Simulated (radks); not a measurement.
Task: The mean radii <r> (bohr) of the occupied orbitals of an atom or ion are listed with their occupations. Calculated with a radial shooting solver on a logarithmic mesh with Libxc functionals: scalar-relativistic Kohn-Sham, PBE, spin-polarised, spherical densities, point nucleus.

orbital  occ.      <r>
1s up       1  0.02111
1s down     1  0.02110
2s up       1  0.08861
2s down     1  0.08857
2p up       3  0.07821
2p down     3  0.07820
3s up       1   0.2136
3s down     1   0.2139
3p up       2   0.2083

Name the element and its charge. Open shells, if any, are filled with parallel spins first.

Result: Z = 66, dysprosium, charge +52: Dy52+ in [Ne] 3s2 3p2. The 1s radius gives Z: for a bare nucleus <r> = (2 gamma + 1)/(2Z) with gamma = sqrt(1 - (Z/c)^2), 0.02085 bohr for Z = 66, and screening makes it slightly larger (0.02111 here). The occupations add up to 14, and the charge is Z minus that.
